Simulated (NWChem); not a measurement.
[Cl][GaH][Cl] (GaHCl$_{2}$), optimised at PBE-D3(BJ)/def2-SVP with NWChem:

* **highest occupied level (eV)**: -7.54
* **orbital gap (eV)**: 5.15
* **dipole (D)**: 1.57
* **highest harmonic frequency (cm⁻¹)**: 1987
* **zero-point energy (kcal/mol)**: 5.7

This build's default masses of Se (78.918 u) and Br (79.917 u) are each other's, which moves their modes by up to 0.6 %.

Question: One H atom is replaced by Br, giving [Cl][Ga]([Cl])[Br] (GaBrCl2), optimised at the same level. How do these values move?

Answer: 
```csv
quantity,new value,change
highest occupied level (eV),-7.52,+0.02
orbital gap (eV),4.49,-0.66
dipole (D),0.36,-1.21
highest harmonic frequency (cm⁻¹),455,-1532
zero-point energy (kcal/mol),2.1,-3.6
```
